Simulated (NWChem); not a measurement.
**Total energies of bromine (Br$_{2}$)**

```
Br
Br 1 2.2983
```
Charge 0, spin multiplicity 1.

The numbers come from NWChem runs, not from measurements. The geometry was optimised at PBE0/def2-SVP, a minimum by its harmonic frequencies.

Basis set: def2-TZVP (96 functions).

```csv
method,total energy (Ha)
RHF,-5144.82054
MP2,-5145.36777
B2PLYP,-5147.53498
PBE,-5147.53272
B3LYP,-5148.35932
M06-2X,-5148.37540
CCSD(T),-5145.39878
```

Total energies of different functionals aren't comparable as a measure of quality: only differences taken within one method are. 

The Hamiltonian is non-relativistic. The correlated methods keep 18 core orbitals frozen. B3LYP has NWChem's definition, with VWN1-RPA local correlation. No row is a measurement; the coupled-cluster row has its own basis-set and correlation limits.
